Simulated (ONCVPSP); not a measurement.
K (Z = 19) ONCV: all-electron and pseudo phase curves

potassium (K), optimised norm-conserving Vanderbilt (ONCV), made with ONCVPSP 4.0.1 (PBEsol, scalar-relativistic). Core [Ne], reference 3s2 3p6 4s0.75 4p0.25. Waves: 3s+4s: rc 2.05 bohr, ncon 4, nbas 9, qcut 4.6 1/bohr, 2 projectors; 3p+4p: rc 2.70 bohr, ncon 3, nbas 7, qcut 4.1 1/bohr, 2 projectors; d scattering state at 0.36 Ha: rc 2.65 bohr, ncon 4, nbas 8, qcut 4.1 1/bohr, 2 projectors, debl 1.5 Ha; f scattering state at 0.15 Ha: rc 2.30 bohr, ncon 5, nbas 10, qcut 5.1 1/bohr, 2 projectors, debl 0.4 Ha. Local part: polynomial inside 2.00 bohr (lpopt 5, dvloc0 0 Ha). Core correction: Teter function, fcfact 5.5, rcfact 1.55.

The phase is arctan(r·R′/R) of the radial function R(r), unwrapped; energies in Ha, scanned from -3 to 5 Ha. A pole is an energy at which the radial function vanishes at the test radius. The pseudo phase is shifted by a multiple of π to meet the all-electron one at the reference energy, and phase errors are pseudo minus all-electron; the curves can meet again beyond the range given. Levels narrower than the energy grid can be missing from the lists of poles.

```
channel  radius (bohr)  reference energy (Ha)  poles, all-electron  poles, pseudo  unbroken range about the reference energy with phases within 0.05 rad  phase error 1 Ha above the reference energy (rad)
      s           2.08                  -0.09          -1.03, 4.12    -1.03, 3.59                                                              below 3.8                                             -0.017
      p           2.73                  -0.04          -0.61, 2.02    -0.61, 2.04                                                              below 3.3                                             +0.001
      d           2.69                   0.36           0.40, 2.65     0.40, 2.68                                                              below 3.5                                             +0.006
      f           2.34                   0.15                 2.80           2.80                                                              below 4.3                                             +0.000
```

Phases in the s channel:

| E (Ha) | all-electron | pseudo |
| --- | --- | --- |
| -2.98 | 1.252 | 1.251 |
| -2.76 | 1.220 | 1.220 |
| -2.54 | 1.177 | 1.177 |
| -2.32 | 1.112 | 1.111 |
| -2.10 | 1.000 | 0.999 |
| -1.88 | 0.757 | 0.755 |
| -1.66 | 0.041 | 0.039 |
| -1.44 | -1.014 | -1.014 |
| -1.22 | -1.418 | -1.418 |
| -1.00 | -1.586 | -1.586 |
| -0.78 | -1.686 | -1.686 |
| -0.56 | -1.763 | -1.763 |
| -0.34 | -1.835 | -1.835 |
| -0.12 | -1.915 | -1.915 |
| 0.10 | -2.014 | -2.014 |
| 0.32 | -2.153 | -2.154 |
| 0.54 | -2.369 | -2.372 |
| 0.76 | -2.725 | -2.735 |
| 0.98 | -3.240 | -3.261 |
| 1.20 | -3.727 | -3.753 |
| 1.42 | -4.045 | -4.069 |
| 1.64 | -4.235 | -4.257 |
| 1.86 | -4.355 | -4.376 |
| 2.08 | -4.436 | -4.457 |
| 2.30 | -4.496 | -4.517 |
| 2.52 | -4.541 | -4.563 |
| 2.74 | -4.577 | -4.601 |
| 2.96 | -4.606 | -4.633 |
| 3.18 | -4.631 | -4.662 |
| 3.40 | -4.653 | -4.690 |
| 3.62 | -4.673 | -4.716 |
| 3.84 | -4.691 | -4.745 |
| 4.06 | -4.708 | -4.776 |
| 4.28 | -4.724 | -4.813 |
| 4.50 | -4.741 | -4.862 |
| 4.72 | -4.757 | -4.938 |
| 4.94 | -4.774 | -5.075 |
